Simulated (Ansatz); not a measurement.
Abridged output of a molecular run in Ansatz:

```
Functional definition: HF
930 factors; integrals over basis functions are off by at most 7.7e-4 eV
mean field evaluation 1: about -41474.1848 eV, gradient 3.9e1 eV
mean field evaluation 2: about -41474.2678 eV, gradient 3.9e1 eV
mean field evaluation 4: about -41478.0131 eV, gradient 1.6e0 eV
mean field evaluation 8: about -41478.0412 eV, gradient 1.6e-1 eV
mean field -41478.04137599 eV, -1524.2899057415 hartree, gradient 1.2e-6 eV, S^2 0.000000; 0 other end points of the search recorded, 0 dependent functions left out
16 core orbitals not correlated: weight in the atoms' cores, before any rotation towards them, 1.000 or more for the frozen orbitals, at most 0.000 for the correlated occupied ones
reference -41478.04137599 eV, -1524.2899057415 hartree; 20, 20 occupied and 63, 63 virtual orbitals, 930 factors
second order -22.38734214 eV of doubles, -0.00000000 eV of singles
cycle   1  -22.43083227 eV  change   -4.3e-2 eV  update   1.6e-1
cycle   2  -22.97751786 eV  change   -5.5e-1 eV  update   6.5e-2
cycle   3  -23.12584686 eV  change   -1.5e-1 eV  update   2.8e-2
cycle   4  -23.12377997 eV  change    2.1e-3 eV  update   7.3e-3
cycle   5  -23.11492309 eV  change    8.9e-3 eV  update   2.7e-3
cycle   6  -23.11417754 eV  change    7.5e-4 eV  update   8.3e-4
cycle   7  -23.11417637 eV  change    1.2e-6 eV  update   3.0e-4
cycle   8  -23.11415166 eV  change    2.5e-5 eV  update   1.1e-4
cycle   9  -23.11422210 eV  change   -7.0e-5 eV  update   3.1e-5
cycle  10  -23.11423438 eV  change   -1.2e-5 eV  update   9.3e-6
perturbative correction -0.69338349 eV, -0.0254813733 hartree
Total energy: -41501.84899386 eV, -1525.1648195608 hartree
```

Its atoms:

Cartesian coordinates in Å:
```
F -1.5640 0.3044 -1.1395
Zr -0.0651 0.0127 -0.0474
Cl 1.1958 1.9608 0.0516
Cl -0.7781 -0.5722 2.0844
Cl 1.2114 -1.7057 -0.9491
```

(1) Which basis set was used?
A. cc-pV(Q+d)Z
B. def2-SVPD
C. def2-TZVPPD
D. def2-SVP

(2) Write the keys of the input that set method, charge and spin (a neutral closed shell needs none for the last two).

## Answers

(1) D. It gives 99 functions.

(2) 
```yaml
correlation: {method: ccsd_t}
```
